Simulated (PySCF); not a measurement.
# How exact exchange moves a shielding

Molecule: `[C](C=C)(=C)[AlH][F]`, C$_{4}$H$_{6}$AlF.

Atom-mapped SMILES (the numbers label the heavy atoms): `[CH2:1]=[CH:2][C:3](=[CH2:4])[AlH:5][F:6]` (H(Xn): hydrogen on atom n). Ha(C4) is cis to C2; Ha(C1) is cis to C3; Hb(C4) is trans to C2; Hb(C1) is trans to C3.

GIAO shieldings (ppm, equivalent atoms averaged) in PySCF 2.14.0 with density-fitted response routines on the PBE0-D3(BJ)/def2-SVP geometry, basis pcSseg-1, gas phase, non-relativistic:

| functional | exact exchange (%) | σ(Al5) | σ(F6) |
| --- | --- | --- | --- |
| BLYP | 0 | 373.6 | 295.2 |
| BP86 | 0 | 376.9 | 300.1 |
| PBE | 0 | 376.4 | 296.4 |
| PBE0 | 25 | 393.1 | 325.5 |
| mPW1PW91 | 25 | 394.3 | 327.1 |
| BHandHLYP | 50 | 404.2 | 344.1 |
| HF | 100 | 437.1 | 374.5 |

Question: Fit each shielding as a line in the percentage of exact exchange.

Answer: σ(Al5) = 376.3 + 0.61 x (rms 1.9 ppm); σ(F6) = 300.8 + 0.79 x (rms 4.8 ppm). The functionals also differ in their semilocal parts, which the line can't hold; Hartree–Fock has no correlation at all.

Question: What does the line predict for B3LYP (20 %), and what does the run give?

Answer: σ(Al5): 388.5 predicted, 386.0 computed; σ(F6): 316.6 predicted, 318.7 computed ppm.
